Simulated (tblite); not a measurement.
A geometry optimisation, step by step.

Compound: BGeH5O2P (doublet state).
Numbering: `[OH:1][B:2]([OH:3])[GeH2:4][PH:5]` (hydrogens: H6 on O1; H7 on O3; H8, H9 on Ge4; H10 on P5)

Computed with GFN2-xTB (tblite), gas phase: L-BFGS steps from a force-field or distance-geometry start until the largest atomic force falls under 0.01 eV/Å. 7 of its 48 geometries are shown.

Step 0: E = -444.9429 eV, largest atomic force 2.994 eV/Å
```
atom  x, y, z in Å  |  force x, y, z in eV/Å
O1     -1.287   -0.715    1.383    1.241  -0.798  -2.062
B2     -0.830   -0.311    0.065   -2.210  -0.411   0.296
O3     -1.633   -0.524   -1.129   -0.310   1.387   2.635
Ge4     0.706    0.989   -0.122    0.132  -0.290   1.077
P5      2.363   -0.186   -1.091    0.775  -0.214  -0.929
H6     -1.142   -1.675    1.556   -0.524   1.246  -0.235
H7     -2.531   -0.123   -0.912    1.436  -1.245  -0.531
H8      1.252    1.440    1.286   -0.387   0.085  -0.614
H9      0.295    2.207   -0.938    0.333  -0.181   0.139
H10     2.816   -1.099   -0.120   -0.486   0.421   0.224
```

Step 8: E = -445.9708 eV, largest atomic force 0.702 eV/Å
```
atom  x, y, z in Å  |  force x, y, z in eV/Å
O1     -1.066   -0.780    1.347    0.202  -0.315  -0.033
B2     -0.922   -0.214    0.133    0.644   0.002   0.090
O3     -1.662   -0.265   -0.975   -0.086   0.242   0.045
Ge4     0.817    0.864   -0.104   -0.486   0.043   0.182
P5      2.487   -0.169   -1.235   -0.042   0.064   0.137
H6     -1.379   -1.669    1.522   -0.490   0.279  -0.162
H7     -2.599   -0.439   -0.987   -0.196  -0.429   0.088
H8      1.206    1.513    1.206    0.256  -0.163   0.076
H9      0.472    2.097   -0.838   -0.060   0.530  -0.457
H10     2.655   -0.932   -0.091    0.259  -0.253   0.033
```

Step 16: E = -446.3282 eV, largest atomic force 0.315 eV/Å
```
atom  x, y, z in Å  |  force x, y, z in eV/Å
O1     -0.923   -0.940    1.270   -0.228  -0.213  -0.017
B2     -0.878   -0.200    0.152    0.035   0.079  -0.065
O3     -1.758   -0.146   -0.858   -0.180  -0.137  -0.118
Ge4     0.776    0.956   -0.116   -0.046  -0.225   0.098
P5      2.483   -0.129   -1.178    0.034   0.016  -0.047
H6     -1.653   -1.550    1.443    0.150   0.211  -0.116
H7     -2.557   -0.684   -0.923    0.206   0.065   0.229
H8      1.296    1.476    1.204    0.058   0.101   0.003
H9      0.520    2.191   -0.927   -0.012   0.108  -0.002
H10     2.703   -0.967   -0.090   -0.017  -0.006   0.035
```

Step 24: E = -446.3523 eV, largest atomic force 0.086 eV/Å
```
atom  x, y, z in Å  |  force x, y, z in eV/Å
O1     -0.936   -0.958    1.231    0.024   0.000   0.034
B2     -0.870   -0.197    0.126    0.001   0.029   0.041
O3     -1.775   -0.153   -0.863    0.034  -0.038  -0.012
Ge4     0.786    0.949   -0.108    0.038  -0.035   0.008
P5      2.497   -0.126   -1.178    0.008   0.011   0.004
H6     -1.697   -1.522    1.392   -0.016  -0.002  -0.059
H7     -2.543   -0.728   -0.828   -0.066   0.002   0.018
H8      1.321    1.508    1.194   -0.009  -0.017   0.003
H9      0.528    2.197   -0.903   -0.024   0.069  -0.045
H10     2.698   -0.965   -0.085    0.009  -0.018   0.008
```

Step 31: E = -446.3547 eV, largest atomic force 0.021 eV/Å
```
atom  x, y, z in Å  |  force x, y, z in eV/Å
O1     -0.939   -0.951    1.237   -0.011  -0.007   0.003
B2     -0.866   -0.195    0.128    0.005   0.000   0.002
O3     -1.769   -0.171   -0.865   -0.004   0.003   0.007
Ge4     0.790    0.951   -0.112    0.004  -0.006  -0.003
P5      2.505   -0.127   -1.176    0.001   0.015   0.009
H6     -1.700   -1.523    1.368    0.006   0.003  -0.003
H7     -2.554   -0.722   -0.809    0.006   0.004   0.006
H8      1.321    1.507    1.194   -0.011  -0.013  -0.013
H9      0.521    2.205   -0.905    0.006   0.000  -0.007
H10     2.700   -0.970   -0.084   -0.003   0.000   0.000
```

Step 39: E = -446.3550 eV, largest atomic force 0.021 eV/Å
```
atom  x, y, z in Å  |  force x, y, z in eV/Å
O1     -0.940   -0.952    1.237   -0.001  -0.012   0.001
B2     -0.866   -0.196    0.129    0.003  -0.002  -0.004
O3     -1.771   -0.169   -0.862   -0.007  -0.002  -0.003
Ge4     0.790    0.949   -0.116   -0.009   0.019   0.002
P5      2.514   -0.118   -1.172    0.009  -0.001   0.005
H6     -1.702   -1.524    1.366    0.009   0.011   0.001
H7     -2.555   -0.721   -0.802   -0.008   0.003   0.000
H8      1.316    1.502    1.192   -0.001  -0.001  -0.003
H9      0.525    2.204   -0.910    0.000  -0.011   0.005
H10     2.697   -0.970   -0.085    0.004  -0.005  -0.003
```

Step 47: E = -446.3553 eV, largest atomic force 0.009 eV/Å
```
atom  x, y, z in Å  |  force x, y, z in eV/Å
O1     -0.934   -0.956    1.231   -0.002  -0.003  -0.003
B2     -0.866   -0.200    0.122    0.002   0.001   0.001
O3     -1.781   -0.167   -0.860    0.000   0.003   0.005
Ge4     0.790    0.945   -0.120    0.001   0.001  -0.009
P5      2.536   -0.104   -1.160    0.001  -0.007   0.000
H6     -1.698   -1.522    1.369    0.001  -0.002   0.001
H7     -2.569   -0.712   -0.793    0.002   0.001   0.000
H8      1.307    1.499    1.191   -0.007   0.005   0.002
H9      0.526    2.198   -0.916   -0.001   0.003   0.003
H10     2.696   -0.977   -0.086    0.003  -0.002   0.000
```

**Question.** Summarise the path.

**Answer.** The energy falls by 136.27 kJ/mol from step 0 to step 47; nine tenths of that is first reached at step 13. It rises by more than 0.2 meV at step 12. The largest force goes from 2.994 to 0.009 eV/Å. Among the bonds B2–O3 changes most, from 1.454 to 1.343 Å; the atoms move by 0.364 Å rms after alignment.

The cost below is that of the whole relaxation. Time: 0.34 s wall. Hardware: Arm Neoverse N1, one thread, on a shared host.
